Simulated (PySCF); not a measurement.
BHClBr, SMILES ClBBr. Geometry optimised at PBE-D3(BJ)/def2-TZVP.

These are PySCF with PBE-D3(BJ)/def2-TZVP values and carry that method's errors.

Harmonic wavenumbers (cm⁻¹): 228, 633, 729, 851, 1030, 2638. Rotational constants (GHz): 43.18, 1.995, 1.907; symmetry number 1.

Problem. Work out the zero-point energy and the ideal-gas rigid-rotor harmonic-oscillator thermochemistry at 298.15 K and 1 atm.

Solution. ZPE = ½ Σ hcν = ½ × 6110 cm⁻¹ = 8.73 kcal/mol. H − E(el) = 11.64 kcal/mol. Entropy in cal/(mol K): translation 40.43, rotation 25.08, vibration 2.82, total 68.34. G − E(el) = -8.73 kcal/mol. Cp = 12.40 cal/(mol K).
